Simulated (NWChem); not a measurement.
System: BeNH$_{2}$Cl; SMILES [NH2][Be][Cl]

```xyz
5

Be     0.0007    -0.5436     0.0000
Cl     0.0000     1.2752     0.0000
N      0.0005    -2.0362     0.0000
H     -0.0035    -2.6251    -0.8260
H     -0.0035    -2.6251     0.8260
```
Atoms are numbered in this order, from 1.

All runs: NWChem. Geometry: optimised at PBE0/def2-SVP. Ions are spin-unrestricted doublets at the neutral geometry; other ion states weren't tried.

```json
[
 {"level": "B3LYP/def2-TZVP", "vertical ionisation energy, ΔSCF (eV)": "10.03", "−ε(HOMO) (eV)": "7.28", "ΔSCF minus −ε(HOMO) (eV)": "2.75"},
 {"level": "PBE/def2-TZVP", "vertical ionisation energy, ΔSCF (eV)": "9.81", "−ε(HOMO) (eV)": "6.12", "ΔSCF minus −ε(HOMO) (eV)": "3.69"},
 {"level": "LDA (Slater exchange, VWN5)/def2-TZVP", "vertical ionisation energy, ΔSCF (eV)": "10.07", "−ε(HOMO) (eV)": "6.30", "ΔSCF minus −ε(HOMO) (eV)": "3.77"},
 {"level": "CAM-B3LYP/def2-TZVP", "vertical ionisation energy, ΔSCF (eV)": "10.20", "−ε(HOMO) (eV)": "8.99", "ΔSCF minus −ε(HOMO) (eV)": "1.21"},
 {"level": "r2SCAN/def2-TZVP", "vertical ionisation energy, ΔSCF (eV)": "9.84", "−ε(HOMO) (eV)": "6.41", "ΔSCF minus −ε(HOMO) (eV)": "3.43"}
]
```
